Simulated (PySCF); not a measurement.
**How methods differ on the ionisation energy of Tl⁺**

Tl⁺ [Xe] 4f14 5d10 6s2 → Tl²⁺ [Xe] 4f14 5d10 6s1 [6s1/2^1, M_J = 1/2], as a difference of total energies. Calculation: PySCF 2.14, in x2c-TZVPall-2c; the two-component X2C-1e Hamiltonian. Correlated levels: [Kr] 4d10 4f14 frozen; the 26 highest virtual spinors dropped. "Screened" scales the spin-orbit matrix elements by Boettger's factors to mimic the two-electron term; Breit and QED terms are absent.

| method | ionisation energy (eV) |
| --- | --- |
| GHF (spin-free) | 18.400 |
| GMP2 (spin-free) | 20.401 |
| GHF (screened spin-orbit) | 18.422 |
| GMP2 (screened spin-orbit) | 20.433 |

How much does correlation contribute at GMP2 (screened spin-orbit)?

20.433 − (18.422) = 2.011 eV, measured against GHF (screened spin-orbit).

Errors of the correlated levels include the incompleteness of this basis and the frozen core.

For comparison: 20.428 eV (measured; NIST Atomic Spectra Database, ionization energies).
